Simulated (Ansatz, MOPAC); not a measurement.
Molecule: CH$_{3}$F$_{3}$Ge, net charge 0, singlet state. SMILES: [C]([GeH3])(F)(F)F

Atoms: F1, C2, F3, F4, Ge5, H6, H7, H8. Bonds: F1-C2, C2-F3, C2-F4, C2-Ge5, Ge5-H6, Ge5-H7, Ge5-H8.

Bond lengths (Å) and angles (degrees) optimised at PM3 with MOPAC; MNDO with MOPAC; HF/STO-3G with Ansatz (a quantum-chemistry and plane-wave program); HF/3-21G with Ansatz, each started from the B3LYP-D3(BJ)/def2-TZVP structure (Ansatz) of the last column. A row stands for all coordinates that are equal there. No wavenumbers were computed at MNDO, HF/STO-3G, so these may be saddle points.

| coordinate | PM3 | MNDO | HF/STO-3G | HF/3-21G | B3LYP-D3(BJ)/def2-TZVP |
|---|---|---|---|---|---|
| F1-C2 | 1.346 | 1.364 | 1.382 | 1.359 | 1.353 |
| C2-Ge5 | 1.952 | 2.093 | 2.006 | 1.976 | 2.018 |
| Ge5-H6 | 1.513 | 1.472 | 1.430 | 1.528 | 1.531 |
| F1-C2-F3 | 105.4 | 105.1 | 106.2 | 107.0 | 106.9 |
| F1-C2-Ge5 | 113.3 | 113.6 | 112.6 | 111.8 | 112.0 |
| C2-Ge5-H6 | 111.1 | 106.8 | 107.4 | 106.4 | 107.0 |
| H6-Ge5-H7 | 107.8 | 112.0 | 111.5 | 112.3 | 111.8 |

Mean signed difference of all 7 bond lengths from B3LYP-D3(BJ)/def2-TZVP: PM3 -0.020 Å, MNDO -0.010 Å, HF/STO-3G -0.033 Å, HF/3-21G -0.005 Å.
